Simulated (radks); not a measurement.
Results of a calculation; reference values are marked as such.
Problem. Ionisation of Eu, [Xe] 4f7 6s2, to Eu+, [Xe] 4f7 6s1, under several functionals. Scalar-relativistic Kohn-Sham, spin-unpolarised, spherical densities, point nucleus; a radial shooting solver on a logarithmic mesh with Libxc functionals. The NIST Atomic Spectra Database gives 5.670 eV (measured). Rank these functionals by the error of their Delta-SCF ionisation energy: HCTH/407; PW91; LDA (Slater exchange, VWN5 correlation); SOGGA; RPBE; Wu-Cohen GGA; OLYP; exchange-only B88.

Solution. From best to worst: OLYP 5.651 eV (-0.020); exchange-only B88 5.447 eV (-0.224); RPBE 5.920 eV (+0.249); SOGGA 5.928 eV (+0.258); HCTH/407 5.965 eV (+0.294); Wu-Cohen GGA 6.019 eV (+0.348); PW91 6.054 eV (+0.384); LDA (Slater exchange, VWN5 correlation) 6.220 eV (+0.550). Spin polarisation and multiplet splitting are left out, so open shells lie too high by an amount that depends on their filling. Spin-orbit splitting is averaged out at the scalar-relativistic level.

Beside tabulated values, note that spin-unpolarised runs miss the spin-polarisation part of the exchange energy of open shells.
